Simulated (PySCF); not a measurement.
**Checking a proposed structure**

A compound C3H11ClO2Si3 gives the data below (simulated from a calculation) and was assigned the structure `CC1(C)O[Si@@H](O[SiH3])[Si@@H]1Cl`.

¹³C{¹H} NMR (computed): δ 68.6 (CH), 30.2 (CH3), 27.6 (CH3).

¹H NMR (400 MHz, computed): δ 6.19 (m, 1H), 5.89 (m, 1H), 5.72 (m, 1H), 5.69 (m, 1H), 4.45 (m, 1H), 1.41 (d, 3H), 1.37 (d, 3H).

One computed conformer, fast rotation and ring inversion assumed for equivalent nuclei, no solvent model, non-relativistic. Geometry: GFN2-xTB; NMR shieldings at PBE0/pcSseg-1/GIAO; PySCF 2.14.

Referencing at the same level of theory: ¹H (σref 31.72) and ¹³C (σref 186.93) against TMS.

Q: Compare with the shifts computed for the proposed structure, pairing carbons in order of shift.

A: Numbering as in the mapped SMILES `[CH3:1][C:2]1([CH3:3])[O:4][Si@@H:5]([O:6][SiH3:7])[Si@@H:8]1[Cl:9]`. Each H is labelled by its parent atom.

```tsv
atom	computed for proposal	given list	difference
C2	81.0	68.6	+12.4
C1	32.1	30.2	+1.9
C3	30.9	27.6	+3.3
```

The rms difference is 7.5 ppm and the largest +12.4 ppm at C2 (fully substituted sp3 carbon bonded to O and Si). The carbon types in order of shift don't match either: C, CH3, CH3 for the proposal against CH, CH3, CH3 in the data. The proposal doesn't fit.

Q: Which isomer fits?

A: SMILES CC(C)O[Si@@H]1O[SiH2][Si@@H]1Cl.

1. Carbon types of the structure: 1 × CH, 2 × CH3, leaving 4 H on heteroatoms.
2. δC 68.6: sp3 CH bonded to O; pulled downfield by the heteroatom.
3. δC 30.2, 27.6: methyl carbon; a saturated carbon with 1 carbon neighbour and no heteroatom attached.
4. δH 5.72: hydrogen on a silicon bonded to 2 O, Si, in a 4-membered ring.
5. δH 4.45: hydrogen on an sp3 CH bonded to O; its carbon carries O, an electronegative neighbour.

The shifts were computed for this structure.

Shifts are as computed. Against solution values, carbons near 30 ppm lie about +3 ppm off and those near 130 ppm about +5 ppm. Of 1211 compounds with measured shifts, 218 miss one by over three times the rms of a fit or turn the order of signals round; such compounds aren't used in these exercises. No couplings were computed; multiplicities are counted from neighbouring protons, with m where these are inequivalent, close in shift, in a saturated or five-membered ring or joined by F or P, and br s for small geminal =CH2 splittings.
